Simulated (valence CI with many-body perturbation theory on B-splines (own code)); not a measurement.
Values are calculated unless marked as measured or tabulated.
# La17+: what the settings do

Method: relativistic CI+MBPT: four valence electrons over a frozen Dirac-Fock core [Kr], radial functions for each j: 6 s, 6 p, 5 d, 5 f, 1 g, with the one-electron correlation potential Σ1 (screened to all orders), the two-electron term Σ2, the three-electron term Σ3, Breit, model QED; selected single and double excitations, second order for the rest, scaled by the run's own slope (own B-spline code, finite nucleus).

No measured levels were compared; by estimate terms of the open shell hold to 2 to 4 % of their energy, and close levels can change places. Only levels of the ground parity were solved; by the run's estimate the other parity begins above the list, which can be wrong where configurations are misplaced.

The reference run has the lowest level 4d4 5D_0 and an ionisation energy of 465.669 eV. Its largest variational space holds 9965 state functions.

Names give the largest LS component (configuration and term), which can be under half, so a name can repeat, a term be missing and a line seem to break the LS rules; names also repeat where a configuration has a term twice.

Changed runs:
A. correlating orbitals by l 3 3 3 3 1 → 4 4 0 0 0
B. scale of Σ1 1 → 0.8
C. highest l with Σ1, explicit Σ2 and valence Breit (higher l get mean screening factors) 3 → 0; factor on the speed of light 1 → 100; QED terms on → off
D. factor on the speed of light 1 → 0.9 (bad on purpose)

Excitation energies of the reference run in cm⁻¹, and shifts in cm⁻¹:

| Level | Reference | A | B | C | D |
| --- | --- | --- | --- | --- | --- |
| 4d4 5D_1 | 13988 | -342 | -64 | -13987 | +6074 |
| 4d4 5D_2 | 24843 | -404 | -96 | -24842 | +8928 |
| 4d4 5D_3 | 32502 | -294 | -107 | -32501 | +9675 |
| 4d4 5D_4 | 36101 | +60 | -90 | -36099 | +7601 |
| 4d4 3P_0 | 51592 | +358 | -109 | -11948 | +10626 |
| 4d4 3H_4 | 53846 | +376 | -117 | -14555 | +11112 |
| 4d4 3G_3 | 62562 | +772 | -109 |  | +9994 |
| 4d4 3F_2 | 65191 | +1038 | -100 |  | +9236 |
| 4d4 3H_5 | 66665 | +653 | -133 | -27373 | +11770 |
| 4d4 3P_1 | 69286 | +800 | -131 | -29641 | +12268 |
| 4d4 3H_6 | 72223 | +769 | -140 | -32931 | +12180 |
| 4d4 3G_4 | 78710 | +862 | -144 |  | +12641 |
| Ionisation energy (eV) | 465.669 | -0.043 | -0.456 | +2.003 | -0.153 |

A blank means that the level has no clear partner in that run.
